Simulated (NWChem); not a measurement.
System: C$_{2}$H$_{5}$BO$_{2}$; SMILES B(O)(O)C=C

Parts of the log:

```
             Northwest Computational Chemistry Package (NWChem) 7.3.0
             --------------------------------------------------------

 C1  symmetry detected

                             Geometry "geometry" -> ""
                             -------------------------

 Output coordinates in angstroms (scale by  1.889725989 to convert to a.u.)

  No.       Tag          Charge          X              Y              Z
 ---- ---------------- ---------- -------------- -------------- --------------
    1 B                    5.0000    -0.01099277    -0.50748831     0.00063203
    2 C                    6.0000    -0.67035205     0.91380103     0.00215802
    3 C                    6.0000     0.05264037     2.04055769    -0.00167131
    4 H                    1.0000    -1.76532002     1.01027999     0.00608994
    5 H                    1.0000    -0.40481686     3.03596453    -0.00101783
    6 H                    1.0000     1.14728178     2.00105994    -0.00562311
    7 O                    8.0000     1.34498384    -0.60857039     0.00087407
    8 H                    1.0000     1.62734830    -1.52958987    -0.00071346
    9 O                    8.0000    -0.73938441    -1.66556376    -0.00126544
   10 H                    1.0000    -1.68805480    -1.51335213    -0.00168496

 Effective nuclear repulsion energy (a.u.)     154.7109076660

                                 NWChem DFT Module
                                 -----------------

 Summary of "ao basis" -> "ao basis" (spherical)
 ------------------------------------------------------------------------------
       Tag                 Description            Shells   Functions and Types
 ---------------- ------------------------------  ------  ---------------------
 B                         def2-tzvp                11       31   5s3p2d1f
 C                         def2-tzvp                11       31   5s3p2d1f
 H                         def2-tzvp                 4        6   3s1p
 O                         def2-tzvp                11       31   5s3p2d1f

            General Information
            -------------------
          SCF calculation type: DFT
          Wavefunction type:  closed shell.
          No. of atoms     :    10
          No. of electrons :    38
           Alpha electrons :    19
            Beta electrons :    19
          Charge           :     0
          Spin multiplicity:     1
          Use of symmetry is: off; symmetry adaption is: off
          Maximum number of iterations: 150
          AO basis - number of functions:   185
                     number of shells:    75
          Convergence on energy requested:  1.00D-06
          Convergence on density requested:  1.00D-05
          Convergence on gradient requested:  5.00D-04

              XC Information
              --------------
                    Becke 1988 Exchange Functional  1.000
              Lee-Yang-Parr Correlation Functional  1.000

             Grid Information
             ----------------
          Grid used for XC integration:  medium
          Radial quadrature: Mura-Knowles
          Angular quadrature: Lebedev.
          Tag              B.-S. Rad. Rad. Pts. Rad. Cut. Ang. Pts.
          ---              ---------- --------- --------- ---------
          B                   0.85       49          11.0       434
          C                   0.70       49          11.0       434
          H                   0.35       45          12.0       434
          O                   0.60       49          12.0       434
          Grid pruning is: on
          Number of quadrature shells:   470
          Spatial weights used:  Erf1

      Superposition of Atomic Density Guess
      -------------------------------------

 Sum of atomic energies:        -251.94502975

      Non-variational initial energy
      ------------------------------

 Total energy =    -254.380994
 1-e energy   =    -648.159179
 2-e energy   =     239.067277
 HOMO         =      -0.354030
 LUMO         =      -0.041771

------------------------------------------------------------
EAF file 0: "./job.aoints.0" size=461897728 bytes
------------------------------------------------------------
               write      read    awrite     aread      wait
               -----      ----    ------     -----      ----
     calls:      881         0         0         0         0
   data(b): 4.62e+08  0.00e+00  0.00e+00  0.00e+00
   time(s): 0.00e+00  0.00e+00  0.00e+00  0.00e+00  0.00e+00
rate(mb/s): 0.00e+00  0.00e+00
------------------------------------------------------------

     ---------------------------------------------
      Total Density - Mulliken Population Analysis
     ---------------------------------------------

    Atom       Charge   Shell Charges
 -----------   ------   -------------------------------------------------------
    1 B    5     4.28   0.92  1.06  0.52  0.35  0.03  0.75  0.36  0.04  0.09  0.12  0.04
    2 C    6     6.39   0.86  1.12  0.57  0.67  0.11  1.24  1.37  0.39  0.01  0.03  0.01
    3 C    6     6.25   0.86  1.12  0.57  0.66  0.13  1.18  1.25  0.43  0.02  0.03  0.01
    4 H    1     0.84   0.24  0.45  0.14  0.02
    5 H    1     0.84   0.24  0.45  0.13  0.02
    6 H    1     0.84   0.24  0.45  0.13  0.02
    7 O    8     8.73   0.79  1.18  0.60  0.93  0.25  2.02  2.16  0.80  0.00  0.01  0.00
    8 H    1     0.55   0.20  0.25  0.06  0.04
    9 O    8     8.72   0.79  1.18  0.59  0.93  0.24  2.02  2.16  0.80  0.00  0.01  0.00
   10 H    1     0.55   0.20  0.26  0.06  0.04

   convergence    iter        energy       DeltaE   RMS-Dens  Diis-err
 ---------------- ----- ----------------- --------- --------- ---------
 d= 0,ls=0.0,diis     1   -254.5267986974 -4.09D+02  7.44D-03  1.33D+00
 d= 0,ls=0.0,diis     2   -254.4371797528  8.96D-02  5.14D-03  2.24D+00
 d= 0,ls=0.0,diis     3   -254.6232340412 -1.86D-01  1.14D-03  2.57D-01
 d= 0,ls=0.0,diis     4   -254.6430531484 -1.98D-02  4.53D-04  1.16D-02
 d= 0,ls=0.0,diis     5   -254.6436826222 -6.29D-04  2.19D-04  6.32D-03
  Resetting Diis
 d= 0,ls=0.0,diis     6   -254.6445261770 -8.44D-04  5.95D-05  4.43D-04
 d= 0,ls=0.0,diis     7   -254.6445779263 -5.17D-05  3.82D-05  2.25D-05
 d= 0,ls=0.0,diis     8   -254.6445729433  4.98D-06  2.42D-05  6.40D-05
 d= 0,ls=0.0,diis     9   -254.6445804247 -7.48D-06  4.72D-06  3.42D-06
 d= 0,ls=0.0,diis    10   -254.6445808124 -3.88D-07  1.27D-06  1.57D-07

         Total DFT energy =     -254.644580812434
      One electron energy =     -653.233090213890
           Coulomb energy =      277.848207983653
    Exchange-Corr. energy =      -33.970606248228
 Nuclear repulsion energy =      154.710907666031

 Numeric. integr. density =       38.000010985570

                       DFT Final Molecular Orbital Analysis
                       ------------------------------------

 Vector   17  Occ=2.000000D+00  E=-2.779213D-01
              MO Center= -4.0D-01,  4.0D-01,  1.1D-04, r^2= 3.5D+00
   Bfn.  Coefficient  Atom+Function         Bfn.  Coefficient  Atom+Function
  ----- ------------  ---------------      ----- ------------  ---------------
   155     -0.228560   9 O  py               38     -0.223190   2 C  py
     7      0.219400   1 B  py              158     -0.174687   9 O  py
   101      0.152647   5 H  s                36      0.150321   2 C  s
    37      0.142278   2 C  px               41     -0.140749   2 C  py
   161     -0.140819   9 O  py               69      0.136434   3 C  py

 Vector   18  Occ=2.000000D+00  E=-2.739447D-01
              MO Center=  3.1D-01, -1.1D+00,  5.5D-05, r^2= 2.1D+00
   Bfn.  Coefficient  Atom+Function         Bfn.  Coefficient  Atom+Function
  ----- ------------  ---------------      ----- ------------  ---------------
   119      0.346692   7 O  pz              156     -0.338684   9 O  pz
   122      0.277044   7 O  pz              159     -0.271464   9 O  pz
   162     -0.229312   9 O  pz              125      0.220224   7 O  pz
    42      0.030677   2 C  pz               70      0.029144   3 C  pz
    76      0.027740   3 C  pz               18     -0.026782   1 B  d  1

 Vector   19  Occ=2.000000D+00  E=-2.408714D-01
              MO Center= -2.1D-01,  1.3D+00,  2.9D-04, r^2= 2.1D+00
   Bfn.  Coefficient  Atom+Function         Bfn.  Coefficient  Atom+Function
  ----- ------------  ---------------      ----- ------------  ---------------
    70      0.288644   3 C  pz               39      0.286013   2 C  pz
    73      0.238727   3 C  pz               42      0.233885   2 C  pz
    45      0.158006   2 C  pz               76      0.158189   3 C  pz
   119     -0.132926   7 O  pz              122     -0.106708   7 O  pz
   125     -0.087944   7 O  pz              156     -0.067598   9 O  pz

 Vector   20  Occ=0.000000D+00  E=-5.759255D-02
              MO Center= -1.8D-01,  1.1D+00,  1.3D-04, r^2= 3.0D+00
   Bfn.  Coefficient  Atom+Function         Bfn.  Coefficient  Atom+Function
  ----- ------------  ---------------      ----- ------------  ---------------
    76      0.497019   3 C  pz               45     -0.422694   2 C  pz
    70      0.308782   3 C  pz               73      0.259204   3 C  pz
    39     -0.232496   2 C  pz                8     -0.198363   1 B  pz
    11     -0.197499   1 B  pz               42     -0.194799   2 C  pz
   156      0.124489   9 O  pz              162      0.119408   9 O  pz

 Vector   21  Occ=0.000000D+00  E=-3.618340D-03
              MO Center= -1.0D+00, -1.1D+00,  4.6D-04, r^2= 5.8D+00
   Bfn.  Coefficient  Atom+Function         Bfn.  Coefficient  Atom+Function
  ----- ------------  ---------------      ----- ------------  ---------------
     5      1.194633   1 B  s                36     -1.062998   2 C  s
    96      0.823710   4 H  s               182      0.796308  10 H  s
   153     -0.676899   9 O  s               145      0.586242   8 H  s
     4     -0.539365   1 B  s                43      0.530091   2 C  px
    67     -0.455241   3 C  s                12     -0.383969   1 B  px

 Vector   22  Occ=0.000000D+00  E= 2.702617D-02
              MO Center=  6.1D-01, -1.3D+00, -1.8D-03, r^2= 6.7D+00
   Bfn.  Coefficient  Atom+Function         Bfn.  Coefficient  Atom+Function
  ----- ------------  ---------------      ----- ------------  ---------------
   116      0.967586   7 O  s               145     -0.910042   8 H  s
   182      0.725628  10 H  s                36     -0.606139   2 C  s
    96      0.565979   4 H  s                12     -0.498681   1 B  px
   108     -0.474235   6 H  s               153     -0.461482   9 O  s
    43      0.423042   2 C  px              160      0.334541   9 O  px

------------------------------------------------------------
EAF file 0: "./job.aoints.0" size=749731840 bytes
------------------------------------------------------------
               write      read    awrite     aread      wait
               -----      ----    ------     -----      ----
     calls:     1430         9         0     12861     12861
   data(b): 7.50e+08  4.72e+06  0.00e+00  6.74e+09
   time(s): 0.00e+00  0.00e+00  0.00e+00  0.00e+00  0.00e+00
rate(mb/s): 0.00e+00  0.00e+00
------------------------------------------------------------

     ---------------------------------------------
      Total Density - Mulliken Population Analysis
     ---------------------------------------------

    Atom       Charge   Shell Charges
 -----------   ------   -------------------------------------------------------
    1 B    5     4.70   0.91  1.05  0.52  0.27  0.01  1.07  0.43  0.11  0.11  0.16  0.04
    2 C    6     6.21   0.86  1.11  0.55  0.65  0.14  1.35  1.11  0.42  0.01  0.02  0.00
    3 C    6     6.19   0.86  1.11  0.56  0.63  0.12  1.33  1.09  0.45  0.02  0.02  0.00
    4 H    1     0.94   0.28  0.49  0.15  0.02
    5 H    1     0.90   0.28  0.48  0.11  0.02
    6 H    1     0.88   0.28  0.48  0.11  0.02
    7 O    8     8.40   0.79  1.18  0.60  0.87  0.30  1.95  1.82  0.87  0.00  0.02  0.00
    8 H    1     0.69   0.26  0.33  0.05  0.05
    9 O    8     8.39   0.79  1.18  0.60  0.87  0.30  1.95  1.82  0.87  0.00  0.02  0.00
   10 H    1     0.70   0.27  0.34  0.05  0.05

     -------------------------------------------
      Total Density - Lowdin Population Analysis
     -------------------------------------------

    Atom       Charge   Shell Charges
 -----------   ------   -------------------------------------------------------
    1 B    5     5.94   0.95  0.99  0.31  0.23  0.11  0.91  0.80  0.31  0.20  0.81  0.30
    2 C    6     6.13   0.91  1.03  0.35  0.33  0.18  1.13  1.27  0.61  0.02  0.26  0.03
    3 C    6     6.14   0.91  1.04  0.38  0.36  0.18  1.12  1.27  0.62  0.02  0.22  0.03
    4 H    1     0.86   0.25  0.38  0.17  0.06
    5 H    1     0.88   0.26  0.39  0.17  0.06
    6 H    1     0.87   0.26  0.39  0.17  0.06
    7 O    8     7.79   0.87  1.08  0.51  0.53  0.28  1.77  1.79  0.91  0.00  0.04  0.00
    8 H    1     0.79   0.25  0.29  0.10  0.15
    9 O    8     7.80   0.87  1.08  0.51  0.53  0.28  1.77  1.79  0.92  0.00  0.05  0.00
   10 H    1     0.80   0.25  0.30  0.10  0.15

     Multipole analysis of the density
     ---------------------------------

     L   x y z        total         alpha         beta         nuclear
     -   - - -        -----         -----         ----         -------
     0   0 0 0      0.000000    -19.000000    -19.000000     38.000000

     1   1 0 0     -0.484816     -0.242408     -0.242408      0.000000
     1   0 1 0     -0.100734     -0.050367     -0.050367      0.000000
     1   0 0 1     -0.001095     -0.000547     -0.000547     -0.000000

     2   2 0 0    -19.263633    -66.149456    -66.149456    113.035279
     2   1 1 0     -0.781352      0.235114      0.235114     -1.251580
     2   1 0 1     -0.009402      0.008618      0.008618     -0.026637
     2   0 2 0    -21.227497   -145.079892   -145.079892    268.932287
     2   0 1 1     -0.001421      0.003176      0.003176     -0.007773
     2   0 0 2    -23.724157    -11.862326    -11.862326      0.000495
```

Level: BLYP/def2-TZVP. Geometry: optimised at PBE0/def2-SVP.

**Question.** Write an input that gives this output.

**Answer.** This is not unique; one that fits is the input that was run:
```
start job
memory heap 200 mb stack 900 mb global 1100 mb
geometry units angstroms noautoz
  B     -0.011687    -0.509477     0.000678
  C     -0.666114     0.914090     0.002316
  C      0.060780     2.038333    -0.001692
  H     -1.760740     1.014365     0.006481
  H     -0.393223     3.035320    -0.000961
  H      1.155277     1.995040    -0.005878
  O      1.343931    -0.615260     0.000631
  H      1.623100    -1.537253    -0.000998
  O     -0.744090    -1.665020    -0.001039
  H     -1.692227    -1.509520    -0.001258
end
basis spherical
  * library def2-tzvp
end
dft
  xc becke88 lyp
  iterations 150
  semidirect filesize 400000000
  mulliken
end
task dft energy
```
